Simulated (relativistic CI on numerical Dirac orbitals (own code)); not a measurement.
# Radial parameters of Te XIII

Calculated at this level of theory: Dirac-Coulomb-Breit CI, separate exchange-only KLI orbitals for each configuration, a model potential for QED, unscaled Slater integrals (own radial code, finite nucleus).

Slater integrals F^k, G^k are unscaled and averaged over j, outside the closed core [Ar] 3d10; ζ comes from projecting the Hamiltonian with its Breit term on Σ l·s of the shell.

- 4s²4p⁶4d⁴: F^2(4d,4d) = 122200, F^4(4d,4d) = 82440, ζ(4d) = 6118.3 cm⁻¹; <r>(4d) = 0.8328, <r^2>(4d) = 0.7936 (bohr units).
- 4s²4p⁵4d⁵: ζ(4p) = 59403, F^2(4d,4d) = 122310, F^4(4d,4d) = 82507, F^2(4p,4d) = 127500, G^1(4p,4d) = 161740, G^3(4p,4d) = 101830, ζ(4d) = 6115.2 cm⁻¹; <r>(4p) = 0.7683, <r^2>(4p) = 0.6673, <r>(4d) = 0.8319, <r^2>(4d) = 0.792 (bohr units).
- 4s²4p⁶4d³4f: F^2(4d,4d) = 122330, F^4(4d,4d) = 82521, ζ(4d) = 6166.5, F^2(4d,4f) = 113420, F^4(4d,4f) = 74172, G^1(4d,4f) = 134100, G^3(4d,4f) = 86171, G^5(4d,4f) = 61552, ζ(4f) = 322.29 cm⁻¹; <r>(4d) = 0.8317, <r^2>(4d) = 0.7917, <r>(4f) = 0.9334, <r^2>(4f) = 1.01 (bohr units).

Problem. Give the Racah parameters of the d shell in 4s²4p⁶4d⁴.

Solution. B = F²/49 − 5F⁴/441 = 1559 cm⁻¹ and C = 35F⁴/441 = 6543 cm⁻¹.

Averages of the first 10 configurations, taken without configuration mixing, which lowers the lowest level and can move excited configurations by several eV; other configurations of the list can lie among them:

```json
{"Configuration": "4s²4p⁶4d⁴", "Parity": "even", "States": "210", "Average energy above the lowest level (eV)": "8.2"}
{"Configuration": "4s²4p⁵4d⁵", "Parity": "odd", "States": "1512", "Average energy above the lowest level (eV)": "92.5"}
{"Configuration": "4s²4p⁶4d³4f", "Parity": "odd", "States": "1680", "Average energy above the lowest level (eV)": "96.7"}
{"Configuration": "4s²4p⁶4d³5s", "Parity": "even", "States": "240", "Average energy above the lowest level (eV)": "89.1"}
{"Configuration": "4s4p⁶4d⁵", "Parity": "even", "States": "504", "Average energy above the lowest level (eV)": "151.9"}
{"Configuration": "4s²4p⁶4d³5p", "Parity": "odd", "States": "720", "Average energy above the lowest level (eV)": "108.7"}
{"Configuration": "4s²4p⁶4d²4f5s", "Parity": "odd", "States": "1260", "Average energy above the lowest level (eV)": "178.9"}
{"Configuration": "4s²4p⁶4d³5d", "Parity": "even", "States": "1200", "Average energy above the lowest level (eV)": "138.5"}
{"Configuration": "4s4p⁶4d⁴4f", "Parity": "odd", "States": "5880", "Average energy above the lowest level (eV)": "239.4"}
{"Configuration": "4s²4p⁶4d²5s5p", "Parity": "odd", "States": "540", "Average energy above the lowest level (eV)": "193.1"}
```
